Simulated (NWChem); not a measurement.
Molecule: CH7AlOSi; SMILES [CH3][AlH][O][SiH3]

```xyz
11

Al    -0.5321     1.1517     0.2745
H     -2.0123     1.4207     0.7787
C      0.7426     2.5719    -0.1055
H      0.9124     3.1949     0.7895
H      0.3519     3.2505    -0.8832
H      1.7185     2.1923    -0.4451
O     -0.0825    -0.4806     0.0704
Si     0.1887    -2.0966    -0.0738
H     -1.0304    -2.8801     0.2974
H      1.3093    -2.5157     0.8234
H      0.5557    -2.4364    -1.4832
```
Atoms are numbered in this order, from 1.

Level: PBE0/def2-SVP (NWChem), optimised geometry, unscaled harmonic frequencies. 

Problem. List the harmonic frequencies with IR intensities, and the thermochemistry.

Solution. 
```tsv
frequency (cm⁻¹)	IR intensity (km/mol)
16	0.1
35	0.0
42	1.0
98	0.8
201	11.5
414	60.2
505	1.6
601	43.8
674	111.1
682	56.5
735	76.5
741	85.0
773	267.6
953	84.5
955	86.2
1001	395.0
1127	488.0
1212	49.4
1419	1.6
1422	2.8
1947	202.9
2223	168.7
2225	167.5
2230	91.8
3045	1.3
3136	2.9
3164	3.2
```

```
Item                                                                                Value
-----------------------------------------------------------------------  ----------------
zero-point energy                                                           45.1 kcal/mol
thermal correction to the enthalpy at 298.15 K (with zero-point energy)     50.8 kcal/mol
heat capacity Cv                                                         25.3 cal/(mol K)
entropy at 298.15 K and 1 atm (symmetry number 1)                        93.1 cal/(mol K)
dipole moment                                                                      0.98 D
```

Rigid rotor and harmonic oscillator; modes under 100 cm⁻¹ make the entropy uncertain.
